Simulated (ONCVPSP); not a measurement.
# Varying the ONCV potential for Br (Z = 35)

Base potential:

| Item | Value |
| --- | --- |
| Element | bromine |
| Generator | ONCVPSP 4.0.1 |
| Type | optimised norm-conserving Vanderbilt (ONCV) |
| Functional | PBE |
| Relativity | scalar-relativistic |
| Frozen core | [Ar] |
| Valence charge | 17 |
| Reference configuration | 3d10 4s2 4p3 (charge +2) |
| Partial waves | 4s: rc 1.35 bohr, ncon 4, nbas 7, qcut 4.1 1/bohr, 2 projectors, debl 1.9 Ha; 4p: rc 1.70 bohr, ncon 4, nbas 7, qcut 5 1/bohr, 2 projectors, debl 2.7 Ha; 3d: rc 0.70 bohr, ncon 4, nbas 9, qcut 21.2 1/bohr, 2 projectors, debl 0.8 Ha |
| Local potential | polynomial inside 0.50 bohr (lpopt 5, dvloc0 0 Ha) |
| Core correction | none |

In the d channel the program set the typed energies aside and used -3.336, 0.250 Ha.

All-electron outer shells of the reference configuration (PBE, scalar-relativistic, ld1.x):

```csv
shell,level (eV),outermost node (bohr),outermost maximum (bohr)
3s,-262.20,0.23,0.48
3p,-197.61,0.21,0.48
3d,-90.79,–,0.43
4s,-41.84,0.67,1.39
4p,-28.23,0.70,1.58
```

Cutoffs, loose and tight: the cutoffs (Ha) at which the residual kinetic energy of the hardest occupied pseudo-wave falls to 1 and 0.1 mHa per electron. They do not see the model core or the augmentation charge, which bear on the density cutoff. Test errors are all-electron minus pseudo excitation energies from the reference, over the configurations 3d10 4s2 4p5; 3d10 4s2 4p4; 3d10 4s2 4p2; 3d10 4s1 4p5. A dash means not determined; rows that change the core or the reference have their own tests. The largest error is taken over the tests solved by every variant that gives reliable tests at all: 3d10 4s1 4p5; 3d10 4s2 4p2; 3d10 4s2 4p4.

A true bound ghost makes a file unfit for plane-wave use even where its test errors are small: the radial tests pick states by their node count and pass the ghost by.

```tsv
change	outcome	cutoff, loose	cutoff, tight	bound ghosts	GHOST(+) flags above zero	largest test error (meV)
base	generated, projector energies reset by the program	192 Ha	211 Ha	s, p	s	+4.1
local potential polynomial inside 0.50 bohr (lpopt 5, dvloc0 -1.5 Ha)	generated, projector energies reset by the program	192 Ha	211 Ha	s, p	s	+4.1
local potential polynomial inside 0.50 bohr (lpopt 5, dvloc0 -0.5 Ha)	generated, projector energies reset by the program	192 Ha	211 Ha	s, p	s	+4.1
local potential polynomial inside 0.50 bohr (lpopt 5, dvloc0 2 Ha)	generated, projector energies reset by the program	192 Ha	211 Ha	s, p	s	-4.1
local potential polynomial inside 0.50 bohr (lpopt 5, dvloc0 4 Ha)	generated, projector energies reset by the program	192 Ha	211 Ha	s, p	s	-4.2
local potential polynomial inside 0.50 bohr (lpopt 5, dvloc0 5.5 Ha)	generated, projector energies reset by the program	192 Ha	211 Ha	s, p	s	-4.4
local potential polynomial inside 0.50 bohr (lpopt 5, dvloc0 7.5 Ha)	generated, projector energies reset by the program	192 Ha	211 Ha	s, p	none	-5.3
local potential polynomial inside 0.50 bohr (lpopt 5, dvloc0 9.5 Ha)	generated, projector energies reset by the program	192 Ha	211 Ha	s, p	none	+5.7
```

Reading the sweep of the dvloc0 (base included, trends over the rows without a ghost): Bound ghosts are found at -1.5, -0.5, 0, 2, 4, 5.5, 7.5, 9.5 Ha. Every judged row has one, so this setting neither creates nor removes them.
